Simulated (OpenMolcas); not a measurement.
# Tc4+: ligand-field states by method

Tc4+ with 6 ligands (chloride) in octahedral coordination (Oh) at 2.41 Å. A charge of +0.333 e stands 2.6 Å behind each ligand. Ligand basis ANO-RCC-VDZP.
```
Tc    0.0000    0.0000    0.0000
Cl    2.4100    0.0000    0.0000
Cl    0.0000    2.4100    0.0000
Cl   -2.4100    0.0000    0.0000
Cl    0.0000   -2.4100    0.0000
Cl    0.0000    0.0000    2.4100
Cl    0.0000    0.0000   -2.4100
```

| Item | Value |
| --- | --- |
| Program | OpenMolcas 26.06 |
| Basis | ANO-RCC-VDZP [6s5p3d1f] |
| Scalar Hamiltonian | DKH2, point nucleus |
| Active space | 3 electrons in 5 orbitals (4d) |
| State averaging | 2S+1 = 4 even, 10 roots; 2S+1 = 2 even, 40 roots |
| Spin-orbit coupling | state interaction with AMFI integrals over the reference wave functions |

I. CASSCF
II. SS-CASPT2, IPEA 0.25 Eh, imaginary shift 0.1 Eh (closed shells correlated: 4s 4p and the ligand valence shells)
III. SS-CASPT2, IPEA 0.5 Eh, imaginary shift 0.1 Eh (closed shells correlated: 4s 4p and the ligand valence shells)

Spin-free states (labels of O, the rotations of Oh) in cm-1, each column counted from its own energy of the first state listed:

```json
{"State": "4A2", "Degeneracy": "1", "I": "0", "II": "0", "III": "0"}
{"State": "2E", "Degeneracy": "2", "I": "14056", "II": "9720", "III": "9780"}
{"State": "2T1", "Degeneracy": "3", "I": "14729", "II": "9900", "III": "9890"}
{"State": "2T2", "Degeneracy": "3", "I": "21750", "II": "16120", "III": "16440"}
{"State": "4T2", "Degeneracy": "3", "I": "22209", "II": "25750", "III": "26060"}
{"State": "4T1", "Degeneracy": "3", "I": "28937", "II": "30570", "III": "31320"}
{"State": "2A1", "Degeneracy": "1", "I": "33039", "II": "31570", "III": "33760"}
{"State": "2S+1 = 2", "Degeneracy": "3", "I": "33643", "II": "32510", "III": "33210"}
{"State": "2S+1 = 2", "Degeneracy": "3", "I": "35096", "II": "33870", "III": "34980"}
{"State": "2E", "Degeneracy": "2", "I": "36889", "II": "34670", "III": "36440"}
```

From I to II, I's first state of the same spin (4T2) moves from 22209 to 25750 cm-1, by about +3500 cm-1.

From I to II, I's first state of another spin (2E) moves from 14056 to 9720 cm-1, by about -4300 cm-1.

χT at 300 K: I 1.77, II 1.78, III 1.78 cm3 K/mol.

Roots that are degenerate in the reference are averaged as groups; the widest CASPT2 spread within a group is 220 cm-1 (the 3-fold group of multiplicity 2 near 35000 cm-1 above the lowest state of its run, III). Shifts and gaps below about the spread of the groups concerned are not significant. Over all roots computed the reference weight is 0.62 to 0.64 in II, 0.63 to 0.65 in III; a low but even weight reflects the number of correlated electrons. The least metal-like active orbital is 69 % on the metal (Löwdin) and no ligand orbital is active, so the numbers are rough. Ligand-to-metal charge-transfer states are missing. With no ligand orbital active B as a rule stays too high, so bands that hang on it stand too high and its fall with covalency is understated. Without dynamic correlation the repulsion within the d shell is too large (B by tens of per cent), so at a given field states of lower spin stand too high (holds for I). With metal d orbitals alone the field can be off either way by tens of per cent (holds for I). With one d shell and no ligand orbital active, 10Dq can be off by a tenth or more (holds for II; III). No measured value stands beside these numbers; the geometry is a model, was not optimised and need not be the one that this ion takes.

A state without a sure symmetry label is named by its multiplicity alone.
